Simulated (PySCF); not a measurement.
Isomers of CH4BN. Isolated molecules, 0 K electronic values unless said otherwise. One relaxed conformer stands for each flexible species; it need not be the lowest. Strings in code marks are SMILES.

Level of theory: ωB97X-D3(BJ)/def2-TZVP // PBE0-D3(BJ)/def2-TZVP run with PySCF. Delta-SCF ions had no search for a lower state. Excitations are Tamm–Dancoff values on a coarser integration grid. The basis has no diffuse functions, so Rydberg states are missing or too high.

```csv
species,vertical ionisation energy (Delta-SCF) (eV),HOMO (eV),dipole moment (D),S1 oscillator strength,S1 excitation (TDA) (eV)
`B(N)=C`,8.39,-8.37,3.02,0.000,4.92
`[H]/B=C/N`,7.74,-7.65,–,0.000,2.15
`N(B)=C`,10.35,-10.39,2.18,0.000,4.91
`[H]/N=C\B`,10.05,-9.96,–,0.012,4.53
```
